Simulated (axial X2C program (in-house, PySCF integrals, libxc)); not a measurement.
Nuclear properties of GaC⁻

Computed with an in-house all-electron X2C program for linear molecules (integrals from PySCF): two-component X2C with atomic mean-field Coulomb and Gaunt terms, Gaussian nuclei, basis Ga dyall-acv3z, C dyall-av3z with contracted cores.

R = 1.896 Å (near the PBE0 minimum at charge -1 of the determinant lowest at the starting distance; the state shown can have its own minimum elsewhere).

Determinant lowest in the PBE0 search, Ω = 2 (⟨Sz⟩ = 1.00, ⟨Lz⟩ = 1.00 at PBE0), spin on the atoms Ga 0.03, C 0.97:

| level | Eeff magnitude (GV/cm) | Ws magnitude Ga (kHz) | A∥/gI Ga (MHz) | qzz Ga (a.u.) | A∥/gI C (MHz) | qzz C (a.u.) |
| --- | --- | --- | --- | --- | --- | --- |
| PBE0 | 0.237 | 0.0664 | 27.9 | -1.59 | 39.2 | 0.02 |
| HF | 0.0877 | 0.033 | 49.7 | -2.22 | 46.6 | 0.03 |
| BP86 | 0.365 | 0.0936 | 53.3 | -1.35 | 47.1 | 0.00 |
| PBE | 0.363 | 0.0932 | 49.7 | -1.38 | 44.5 | 0.01 |
| TPSSh | 0.303 | 0.0805 | 41.7 | -1.49 | 47.4 | 0.01 |

Eeff is the effective electric field on the electron electric dipole moment in this Ω state and Ws the scalar–pseudoscalar constant of the nucleus named (defined with the proton number Z and per Ω); A∥ (defined per Ω) follows by multiplying with gI = μI/(I μN); qzz is the electric field gradient, eQq0 = 234.96 MHz × Q/barn × qzz. The operators were transformed with the bare-nucleus X2C matrices; with these basis sets, hyperfine constants and field gradients can be off by tens of per cent, and where levels differ in sign neither size nor sign is settled.

With gI(69Ga) = 1.3444, Q(69Ga) = 0.171 barn, gI(13C) = 1.4048 (g factors from the IAEA table of nuclear moments by Stone; Q from Pyykkö, Mol. Phys. 2018), turn the PBE0 values of the first state into constants in MHz.

A∥(69Ga) = 27.9 × 1.3444 = 37.5 MHz; eQq0(69Ga) = 234.96 × (0.171) × (-1.59) = -63.9 MHz; A∥(13C) = 39.2 × 1.4048 = 55.1 MHz.

Each state is one determinant with collinear spin, which with several unpaired electrons need not be a pure state. Unrestricted Hartree–Fock can overshoot spin polarisation at the nuclei. For an anion, determinants above electron detachment, or with a positive highest level, are held by the basis set. With several open shells hyperfine constants can be off by a factor of several. Where Eeff spreads by more than a factor of two the levels disagree and none is to be relied on. Open-shell Ω = 0 determinants with evenly filled partner blocks cannot be reached by this program, so the Ω shown need not be the lowest component. States lie within half an eV, so the first need not be the ground state. Further determinants of the search, some of them spin-mixed, are not shown. Where a field gradient or hyperfine factor spreads by more than a factor of two over the levels, a constant derived from it is not to be relied on.
